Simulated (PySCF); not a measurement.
Ga(H)(OH)2(NH3), H6GaNO2, singlet at its PBE0/def2-SVP optimised geometry (Å):

```
10

Ga    -0.7077    -0.9768     0.0000
H     -1.5087    -1.5750    -1.2125
O      1.1117    -0.9768     0.0000
H      1.5087    -1.5674    -0.6455
O     -1.4036    -1.0055     1.6845
H     -0.9799    -1.6351     2.2741
N     -0.9128     1.1095     0.0000
H     -1.5035     1.5750    -0.6862
H      0.0332     1.4893    -0.0511
H     -1.2816     1.2705     0.9401
```

Method: PBE0/def2-TZVP run with PySCF 2.14.0.

Map of the electrostatic potential (hartree/e), clipped to [-0.08, 0.12] on the plane z = 0.8 Å:

```
|====++++++++++++===========|
|===++++++++++++++==========|
|==++++++++++++++++=========|
|==+++++++++++++++++========|
|==++++**********+++========|
|=++++***##*******++======--|
|=+++**#%%@%%####*++====----|
|==++**%@@@@@@@%#*++===-----|
|==++*#@@@@@@@@@%*+==-------|
|===++#@@@@@@@@%#+==--------|
|====+*%@@@@@@%#*=--::::----|
|=====+*%@@@@@#*=-:::::::---|
|----==+*#@@@%#+=:.. ..:::--|
|------=+#@@@@%*-.    ..:::-|
|--:::-=*@@@@@@#=:.    ..::-|
|-:::::=#@@@@@@@++-    ..::-|
|:::...-%@@@@@@@*#+.   ..::-|
|:::...:*@@@@@@%=+=.   .:::-|
|:::....=@@@@@@*-..   ..:::-|
|:::....-*@@@@@+:     .:::--|
|:::....:=*%@%*=:.  ..:::---|
|::::::::-+***+=::..::::----|
|:::::::--==++=--::::::-----|
|-::::::--=====-------------|
|---::-----====-------------|
|------------=--------------|
|---------------------------|
```
Scale: ten equal steps from -0.080 (start of ' ') to 0.120 (end of '@'), in the order ' .:-=+*#%@'; x runs from -4.00 to 4.00, y from -4.00 (bottom) to 4.00 (top).
